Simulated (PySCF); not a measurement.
Compound: cis-Hf(NH3)2Cl4 (singlet state).
Z-matrix (Å and degrees, PBE0-D3(BJ)/def2-SVP geometry), rows numbered from 1:
```
Hf
N   1  2.4056
H   2  1.0227  1  104.47
H   2  1.0202  1  114.56  3  -116.22
H   2  1.0203  1  114.19  3   116.21
Cl  1  2.3734  2  170.19  3   172.69
N   1  2.4051  2   84.58  3   176.40
H   7  1.0227  1  104.57  2   174.26
H   7  1.0199  1  115.56  2    57.44
H   7  1.0205  1  113.15  2   -70.05
Cl  1  2.3738  2   85.53  3    -3.14
Cl  1  2.4244  2   79.08  3    96.40
Cl  1  2.4257  2   79.52  3  -103.46
```

Theory: PySCF 2.14.0, PBE0-D3(BJ)/def2-SVP geometry optimisation, gas phase, def2 core potentials past Kr.

Masses are those of the commonest isotopes; rigid-rotor values at the optimised geometry. 

**Question.** What are A, B and C (GHz)?

**Answer.** Ia = 631.11, Ib = 677.27, Ic = 730.14 u·Å²; 505379 MHz·u·Å²/I gives 800.8, 746.2 and 692.2 MHz, that is A = 0.8008, B = 0.7462, C = 0.6922 GHz.

**Question.** What kind of rotor is it?

**Answer.** An asymmetric top; Ray's κ = -0.005.

**Question.** What does the inertial defect say?

**Answer.** Not planar: Δ = Ic − Ia − Ib = -578.24 u·Å². For a rigid frame Δ = −2 Σ m c², so Σ m c² = 289.12 u·Å² lies off the ab plane: 25.82 from hydrogen and 263.30 from heavier atoms. The atom farthest from that plane is 2.42 Å away.

**Question.** Give the other two planar moments, Paa and Pbb, and the rms extents of the mass along the axes.

**Answer.** Paa = Σ m a² = (Ib + Ic − Ia)/2 = 388.15 and Pbb = Σ m b² = (Ia + Ic − Ib)/2 = 341.99 u·Å². With the mass M = 353.88 u, the rms extents √(P/M) along a, b and c are 1.05, 0.98, 0.90 Å.

**Question.** Give the coordinates in the principal-axis frame, origin at the centre of mass.

**Answer.** The sense of each axis is arbitrary; atoms in the order of the calculation.
| atom | mass (u) | a (Å) | b (Å) | c (Å) |
| --- | --- | --- | --- | --- |
| Hf1 | 179.947 | -0.004 | 0.000 | 0.008 |
| N2 | 14.003 | -0.014 | -1.620 | -1.771 |
| H3 | 1.008 | 0.058 | -2.522 | -1.295 |
| H4 | 1.008 | 0.784 | -1.560 | -2.403 |
| H5 | 1.008 | -0.879 | -1.641 | -2.312 |
| Cl6 | 34.969 | 0.028 | 1.873 | 1.465 |
| N7 | 14.003 | -0.031 | 1.617 | -1.773 |
| H8 | 1.008 | -0.130 | 2.519 | -1.300 |
| H9 | 1.008 | -0.813 | 1.542 | -2.423 |
| H10 | 1.008 | 0.846 | 1.654 | -2.294 |
| Cl11 | 34.969 | 0.040 | -1.874 | 1.464 |
| Cl12 | 34.969 | 2.334 | 0.008 | -0.635 |
| Cl13 | 34.969 | -2.360 | -0.007 | -0.569 |

**Question.** Which types of transition are allowed, and where do some lines up to J = 3 fall?

**Answer.** The dipole components are |μa| = 0.13 D, |μb| = 0.00 D, |μc| = 8.00 D. The squared components, which scale the intensities, stand as 0.00 : 0.00 : 1.00 (a : b : c). Some lines, for components of 0.1 D or more:

| type | branch | J(Ka,Kc) | MHz | lower level (cm⁻¹) |
| --- | --- | --- | --- | --- |
| a | Q | 3(1,2) ← 3(1,3) | 316 | 0.285 |
| c | Q | 3(3,1) ← 3(2,1) | 319 | 0.302 |
| a | R | 1(0,1) ← 0(0,0) | 1438 | 0.000 |
| c | R | 1(1,0) ← 0(0,0) | 1547 | 0.000 |
| a | R | 2(1,2) ← 1(1,1) | 2823 | 0.050 |
| a | R | 2(0,2) ← 1(0,1) | 2852 | 0.048 |
| a | R | 2(1,1) ← 1(1,0) | 2931 | 0.052 |
| c | R | 2(1,1) ← 1(0,1) | 3039 | 0.048 |
| c | R | 2(2,0) ← 1(1,0) | 3119 | 0.052 |
| c | R | 2(2,1) ← 1(1,1) | 3149 | 0.050 |
| a | R | 3(1,3) ← 2(1,2) | 4221 | 0.144 |
| a | R | 3(0,3) ← 2(0,2) | 4238 | 0.143 |
| a | R | 3(2,2) ← 2(2,1) | 4315 | 0.155 |
| a | R | 3(1,2) ← 2(1,1) | 4375 | 0.149 |
| a | R | 3(2,1) ← 2(2,0) | 4392 | 0.156 |
| c | R | 3(1,2) ← 2(0,2) | 4562 | 0.143 |
| c | R | 3(2,1) ← 2(1,1) | 4581 | 0.149 |
| c | R | 3(2,2) ← 2(1,2) | 4641 | 0.144 |
| c | R | 3(3,0) ← 2(2,0) | 4720 | 0.156 |
| c | R | 3(3,1) ← 2(2,1) | 4736 | 0.155 |

No PBE0-D3(BJ)/def2-SVP frequencies stand behind this structure, so it isn't proved a minimum. Constants of a rigid frame at the computed geometry: no zero-point averaging, no centrifugal distortion. A rigid rotor knows nothing of internal rotation, which can split or shift real lines. Quadrupole hyperfine structure (14N, 35Cl) is left out.

On Arm Neoverse V2, one thread (shared host), this took 5.8 min and 0.70 GiB of memory at its peak. That covers the optimisation of the geometry.
